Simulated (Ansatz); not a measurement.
Reactions of CH5BGeO, SMILES `[BH2][GeH2][CH]=O`.

Program: Ansatz. Geometries: PBE0-D4/def2-TZVP. ΔE: electronic, gas phase. CBS: MP2 limit from def2 TZ/QZ plus the TZ coupled-cluster correction, frozen cores. DFT in def2-TZVPP. B3LYP here is the variant with VWN-RPA as its local correlation; programs differ in this. For As, Ga, Ge outer-core shells are correlated without core-valence functions, which leaves a few kJ/mol of doubt a bond. Scalar relativity is left out up to krypton. One conformer a species, not always the lowest.

| reaction | CCSD(T)/CBS(def2) (kJ/mol) |
| --- | --- |
| `[BH2][GeH2][CH]=O` + `C=C(Cl)S[SiH3]` → `BSC(=C)Cl` + `O=[CH][GeH2][SiH3]` | ? |
| `[BH2][GeH2][CH]=O` + `OCS` → `BSCO` + `O=[CH][GeH3]` | -121 |
| `[BH2][GeH2][CH]=O` + `[AsH3]` → `B[AsH2]` + `O=[CH][GeH3]` | -32 |
| `[BH2][GeH2][CH]=O` + `[Cl][GaH2]` → `O=[CH][GeH2][Cl]` + `[BH2][GaH2]` | 64 |
| `[BH2][GeH2][CH]=O` + `N=CBN` → `[NH2][GeH2][CH]=O` + `BBC=N` | 146 |

Question: Fill in the missing values. (Estimate.)

Answer: Computed: `[BH2][GeH2][CH]=O` + `C=C(Cl)S[SiH3]` → `BSC(=C)Cl` + `O=[CH][GeH2][SiH3]`: -72.6 kJ/mol.

Largest T1 diagnostic: 0.016, for `[BH2][GeH2][CH]=O`.
